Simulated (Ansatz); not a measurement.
The cluster Ca4O4. Charge 0, multiplicity 1. Geometry PBE-D4/def2-SVP.

Cartesian coordinates in Å:
```
Ca -0.1714 2.7222 -0.3059
Ca 0.8533 -0.2399 -2.6067
Ca 0.2138 -2.7176 0.3197
Ca -0.9006 0.2348 2.5908
O -0.4571 -1.6681 1.9546
O 0.4593 1.6683 -1.9536
O 0.7186 -1.9874 -1.5340
O -0.7159 1.9878 1.5350
```

The 6-31G sets use Cartesian d functions. The structure comes from a short search, and lower isomers may exist.

Task: Estimate the orbital energies around the gap (eV) in Ansatz with HF/6-31G, B97M-V/def2-TZVP, PBE0-D4/def2-SVP, PBE0-D4/def2-TZVPD, r2SCAN0-D4/def2-TZVP.

Result: 
```csv
orbital,HF/6-31G,B97M-V/def2-TZVP,PBE0-D4/def2-SVP,PBE0-D4/def2-TZVPD,r2SCAN0-D4/def2-TZVP
HOMO−5,-7.79,-4.04,-5.01,-5.10,-5.22
HOMO−4,-7.77,-4.02,-4.97,-5.10,-5.20
HOMO−3,-7.76,-3.98,-4.90,-5.02,-5.13
HOMO−2,-7.75,-3.84,-4.82,-4.92,-5.03
HOMO−1,-7.69,-3.84,-4.82,-4.92,-5.03
HOMO,-7.68,-3.62,-4.66,-4.73,-4.84
LUMO,0.94,-1.34,-0.76,-0.78,-0.46
LUMO+1,0.98,-0.90,-0.43,-0.42,-0.08
LUMO+2,0.98,-0.90,-0.42,-0.42,-0.08
LUMO+3,1.05,-0.61,-0.21,-0.16,0.16
LUMO+4,1.90,0.08,1.72,0.52,0.84
LUMO+5,2.18,0.32,2.01,0.88,1.14
```
